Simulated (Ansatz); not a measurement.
`CO[Si](C)(F)[SeH]`. Charge 0, multiplicity 1. The geometry is a stationary point of PBE0-D4/def2-TZVP. It is one conformer, not always the lowest.

```xyz
13

C    -1.208    0.608   -1.587
O    -1.157   -0.489   -0.703
Si   -0.247   -0.606    0.638
C     1.575   -0.575    0.330
F    -0.625   -2.028    1.243
Se   -0.903    1.053    2.052
H    -2.046    0.455   -2.267
H    -1.357    1.550   -1.049
H    -0.289    0.682   -2.177
H     2.131   -0.708    1.260
H     1.880    0.373   -0.119
H     1.846   -1.387   -0.350
H     0.400    1.072    2.728
```

(1) What is the dipole moment at B3LYP/def2-TZVPP? (An estimate is asked.)

(2) And with PBE, r2SCAN, ωB97M-V? (Best estimate.)

(3) Give the Mulliken charges with B3LYP, ωB97M-V, r2SCAN in def2-TZVPP. (Estimate.)

## Answers

(1) Ansatz gave: 2.82 D, with components (1.89, 1.54, -1.42) D in this frame, pointing from negative to positive charge.

(2) The calculation gave: PBE 2.71 D, r2SCAN 2.81 D, ωB97M-V 2.83 D.

(3) The calculation gave: 
```
atom  B3LYP  ωB97M-V  r2SCAN
  C1  -0.12    -0.18    0.00
  O2  -0.36    -0.34   -0.36
 Si3   0.71     0.67    0.72
  C4  -0.41    -0.47   -0.34
  F5  -0.31    -0.29   -0.30
 Se6  -0.21    -0.21   -0.22
  H7   0.12     0.13    0.07
  H8   0.10     0.11    0.06
  H9   0.10     0.11    0.06
 H10   0.11     0.13    0.08
 H11   0.11     0.13    0.08
 H12   0.12     0.14    0.09
 H13   0.05     0.07    0.06
```

B3LYP here is the variant with VWN-RPA as its local correlation; programs differ in this.
